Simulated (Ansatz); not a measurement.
BiCl3, SMILES [Cl][Bi]([Cl])[Cl] (connectivity only; charge and spin as stated), charge +1, multiplicity 2. Atoms are numbered in the order given.

```xyz
4

Bi     0.0000     0.0000     0.5700
Cl     1.7555    -1.0135    -0.8663
Cl    -1.7555    -1.0135    -0.8663
Cl     0.0000     2.0270    -0.8663
```
Charge +1, spin multiplicity 2.

Coordinates come from a PBE0-D3(BJ)/def2-SVP optimisation. The spin state was assumed, not searched. The isomer is the one that the SMILES or the coordinates give; other isomers of the formula were not compared. The def2 effective core potentials stand for the cores of Bi; spin–orbit coupling is left out.

Two levels are set side by side: PBE-D3(BJ)/def2-SVP (Ansatz, a quantum-chemistry and plane-wave program) and PBE0-D3(BJ)/def2-SVP (Ansatz). Each level has its own optimised geometry; the coordinates shown are those of the second. Differences are taken from unrounded values.

| quantity | PBE0-D3(BJ) |
|---|---|
| mean bond length (Å) | 2.484 |
| bond Bi1–Cl2 (Å) | 2.484 |
| bond Bi1–Cl3 (Å) | 2.484 |
| bond Bi1–Cl4 (Å) | 2.484 |

Question: What does PBE-D3(BJ) give, and how far is it from PBE0-D3(BJ)? (The exact figures need the calculation; the answer reports its results.)

Answer: 
| quantity | PBE-D3(BJ) | PBE-D3(BJ) minus PBE0-D3(BJ) |
|---|---|---|
| mean bond length (Å) | 2.513 | 0.029 |
| bond Bi1–Cl2 (Å) | 2.506 | 0.022 |
| bond Bi1–Cl3 (Å) | 2.527 | 0.043 |
| bond Bi1–Cl4 (Å) | 2.506 | 0.022 |

GGA bonds tend to be longer and softer than those of functionals with exact exchange. Differences between two approximate levels are no errors against the true value.
